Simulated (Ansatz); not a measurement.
# Which is lower?

Two relaxed structures of SiH2TeS, closed shell (PBE0-D4/def2-TZVP; forces vanish, vibrations not checked).

A:

```
5
angstrom
Si -0.4248 0.1954 -0.4788
S -0.2131 -1.1506 1.4636
Te 1.8889 -0.6935 0.3630
H -0.1969 -0.1691 2.3867
H -0.3497 1.4283 0.4184
```

B:

| atom | x (Å) | y (Å) | z (Å) |
| --- | --- | --- | --- |
| Si1 | 0.5234 | -1.7041 | 0.7073 |
| S2 | -0.9457 | 0.2254 | -1.1647 |
| Te3 | 2.1408 | -0.2981 | 1.5194 |
| H4 | -1.6872 | 0.6358 | -0.1236 |
| H5 | 0.0498 | 1.0729 | -0.8602 |

Ansatz 0.2.0; basis: def2-TZVPP; cores frozen in the correlated methods. Filled d shells of the heavier atoms are correlated. Core potentials replace the inner electrons of the atoms past krypton. The def2 sets are not built for correlating such inner shells, so the correlated values are less sure here. B3LYP uses VWN-RPA correlation.

(1) Which structure is lower at CCSD(T), and by how much? (An estimate is asked for; the value comes from the calculation.)

The T1 diagnostic stays at or below 0.018.

## Answers

(1) The calculation gives: B, by 27.7 kJ/mol (electronic energy, against the other). By their contacts, A is SiH₂TeS ([SiH]1[SH][Te]1) and B is a complex of SiTe + H₂S.

All methods give the same order:

```tsv
method	E(B) − E(A) (kJ/mol)
PBE-D4	-6.7
r2SCAN-D4	-10.5
PBE0-D4	-2.7
B3LYP-D4	-19.6
wB97M-V	-7.9
HF	-30.7
MP2	-26.2
CCSD	-24.7
CCSD(T)	-27.7
```

Labels in which every atom is bracketed show which atoms are joined, not bond orders.

For scale, one of the runs: CCSD(T)/def2-TZVPP, 162 basis functions, launched by `ansatz run in.yaml --threads 2 --pin off --events-out ev --progress --plain --max-ram 4352MiB`. The run took 40 s on 2 CPU threads of an Arm Neoverse V1 (shared host), with 1.3 GiB of host memory at its peak.
